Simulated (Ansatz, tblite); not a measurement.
Isomers of AlSi₄⁺ (singlet), found by a short tight-binding search and relaxed with PBE-D4/def2-SVP in Ansatz.

The xTB rows come from tblite. Correlated methods freeze 25 core orbitals.

Run but left out: HF/STO-3G, PBE-QIDH/def2-TZVP (A: restricted singlet, unstable in another Hartree–Fock run and untested here); HF/def2-TZVP, HF/def2-TZVPP (A: restricted singlet, unstable towards broken spin symmetry).

A further structure is left out (at the level of its geometry, restricted singlet, unstable towards broken spin symmetry at other levels and untested here); at PBE0-D4/def2-TZVP its energy lies 0.87 eV above the lowest shown. A further structure is left out (at the level of its geometry, restricted singlet, unstable towards broken spin symmetry at other levels and untested here); at PBE0-D4/def2-TZVP its energy lies 0.53 eV above the lowest shown.

A: The restricted singlet is unstable towards broken spin symmetry in Hartree–Fock (as tested in another run); at PBE-D4/def2-SVP, PBE-D4/def2-TZVP, r2SCAN-D4/def2-TZVP, B97M-V/def2-TZVP and others this wasn't settled. At MP2/def2-TZVP, CCSD(T)/def2-TZVPP the restricted singlet (for correlated methods, its reference) is unstable: a solution with broken spin symmetry lies lower. At CCSD(T)/def2-TZVPP T1 of the charge 1 singlet is large (up to 0.021), so the single-reference result is doubtful. B: The restricted singlet is unstable towards broken spin symmetry in Hartree–Fock (as tested in another run); at PBE-D4/def2-SVP, PBE-D4/def2-TZVP, r2SCAN-D4/def2-TZVP, B97M-V/def2-TZVP and others this wasn't settled. At MP2/def2-TZVP, CCSD(T)/def2-TZVPP the restricted singlet (for correlated methods, its reference) is unstable: a solution with broken spin symmetry lies lower. At CCSD(T)/def2-TZVPP T1 of the charge 1 singlet is large (up to 0.022), so the single-reference result is doubtful.

Other spin states weren't relaxed.

A:

```csv
atom,x (Å),y (Å),z (Å)
Al1,-1.533,1.363,2.417
Si2,1.469,-1.484,0.716
Si3,-0.690,0.789,-1.947
Si4,-0.190,0.175,0.301
Si5,0.944,-0.843,-1.488
```

B:

```xyz
5

Al   -2.5229    0.0985   -1.4131
Si   -0.2546    0.8352    0.3393
Si    0.1369   -0.6065   -1.4964
Si    1.4571   -0.8875    0.3518
Si    1.1835    0.5602    2.2183
```

Question: Estimate which lies lowest at each level, and how far above it the others are (kJ/mol).

Answer: 
| level | A | B |
| --- | --- | --- |
| GFN1-xTB | 30.5 | 0.0 |
| GFN2-xTB | 39.0 | 0.0 |
| PBE-D4/def2-SVP | 0.0 | 2.7 |
| PBE-D4/def2-TZVP | 6.1 | 0.0 |
| r2SCAN-D4/def2-TZVP | 2.5 | 0.0 |
| B97M-V/def2-TZVP | 0.0 | 4.0 |
| PBE0-D4/def2-SVP | 0.0 | 10.4 |
| PBE0-D4/def2-TZVP | 0.1 | 0.0 |
| ωB97X-V/def2-TZVP | 0.0 | 13.4 |
| MP2/def2-TZVP | 1.7 | 0.0 |
| MP2/def2-TZVPP | 1.7 | 0.0 |
| CCSD/def2-TZVPP | 0.0 | 15.7 |
| CCSD(T)/def2-TZVPP | 0.0 | 7.3 |
Point groups (tolerance 0.1 Å): A C2v, B not assigned. Lower isomers may exist. From def2-SVP to def2-TZVP the PBE0 values move by up to 10.4 kJ/mol, so results in the small set are rough.
